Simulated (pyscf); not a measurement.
Thermochemistry of product channels of `[F][Ga]` [singlet] + `[OH][SiH3]` on the singlet surface, in kJ/mol, from CCSD(T)/def2-TZVPP + ΔMP2(QZVPP) energies (ideal gas, 1 atm, RRHO with modes under 100 cm⁻¹ raised to 100, one conformer, R ln 2 for chiral ones without a mode under 150 cm⁻¹). Single points on ωB97X-D3(BJ)/def2-SVP structures (PySCF, gas phase). MP2 and CC: frozen core, UHF for open shells. ΔMP2 is the change of the MP2 total energy from the triple- to the quadruple-zeta basis.

```tsv
products	ΔE	ΔH(298 K)	ΔG(298 K)	ΔG(1200 K)
`[OH][SiH2][GaH][F]`	+11.4	+11.5	+52.5	+165.9
`[F][GaH][O][SiH3]`	-62.8	-67.4	-26.1	+90.8
```

The channel to F–GaH–O–SiH₃ turns unfavourable between 298 and 1200 K (ΔG from -26.1 kJ/mol to +90.8 kJ/mol).

These are energies of the channels, which say nothing of barriers. The CCSD(T) − MP2 part came from Ansatz, without density fitting, on the same reference. The frozen core leaves the outer d or s,p core shells of the metals and heavy elements correlated in the MP2 and CC values, and def2-TZVPP describes them poorly, which can shift differences by a few kcal/mol. Elements up to Kr have no core potential and no relativistic terms here.
